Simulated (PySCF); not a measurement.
Species: C7H9PS.
Bonds: C1–S2, S2–C3, C3–C4 (aromatic), C4–C5 (aromatic), C5–C6 (aromatic), C6–C7, C6–C8 (aromatic), C8–P9 (aromatic), C3–P9 (aromatic). Hydrogens: H10, H11, H12 on C1; H13 on C4; H14 on C5; H15, H16, H17 on C7; H18 on C8.

Probes without a nucleus sit at each ring's centroid and 1 Å off its mean plane on both sides; NICS is minus the shielding there, NICSzz its component along the normal. Level: GIAO HF/pcSseg-1 (PySCF, non-relativistic, gas phase) on the PBE0-D3(BJ)/def2-SVP geometry, one conformer.

Ring bond lengths (Å): C3–C4 1.404, C4–C5 1.386, C5–C6 1.406, C6–C8 1.390, C8–P9 1.738, P9–C3 1.755.

**Question.** What do the NICS probes read (ppm)?

**Answer.** 
```tsv
ring	type	NICS(0)	NICS(1), two faces	NICS(1)zz, two faces	rms pucker (Å)	centre to ring atoms, mean (Å)
C3–C4–C5–C6–C8–P9	6-membered ring with P; formal bonds all aromatic	-8.6	-11.2 / -11.3	-26.6 / -26.7	0.00	1.51
```

**Question.** What do they say, and how far can they be read as aromaticity?

**Answer.** 
- C3–C4–C5–C6–C8–P9: mean NICS(1)zz -26.7 ppm, shielded.

**Question.** What does the geometric index give? HOMA = 1 − mean of α(R − Ropt)² over the ring bonds, with Krygowski's 1993 parameters (CC: Ropt 1.388 Å, α 257.7 Å⁻²; CP: Ropt 1.698 Å, α 118.91 Å⁻²).

**Answer.** 
- C3–C4–C5–C6–C8–P9: HOMA 0.88; the largest term is that of P9–C3, α(R − Ropt)² = 0.39.

**Question.** What field does 9.4 T along the ring normal induce along that normal at the second NICS(1) probe listed for ring C3–C4–C5–C6–C8–P9, 1 Å off the ring?

**Answer.** NICSzz × B0 = -26.7 ppm × 9.4 T = -251 μT, against the applied field.

**Question.** List the ring angles.

**Answer.** 
- C3–C4–C5–C6–C8–P9: C3 123.0°, C4 124.4°, C5 124.4°, C6 120.0°, C8 127.7°, P9 100.5°; sum 720.0° against 720° for a flat convex ring.

**Question.** How do the values depend on the level or the medium?

**Answer.** 
```tsv
level	NICS(0), C3–C4–C5–C6–C8–P9	mean NICS(1)zz, C3–C4–C5–C6–C8–P9
HF/pcSseg-1, gas	-8.6	-26.7
PBE0/pcSseg-1, gas	-7.0	-23.3
PBE0/pcSseg-1, IEF-PCM chloroform	-6.9	-23.4
PBE0/pcSseg-1, IEF-PCM cyclohexane	-7.0	-23.4
```

The geometry is the same throughout; the continuum's cavity takes Bondi-type radii × 1.2.

The values belong to the conformer `[CH3:1][S:2][c:3]1[cH:4][cH:5][c:6]([CH3:7])[cH:8][p:9]1`: C1–S2–C3–C4 180°.
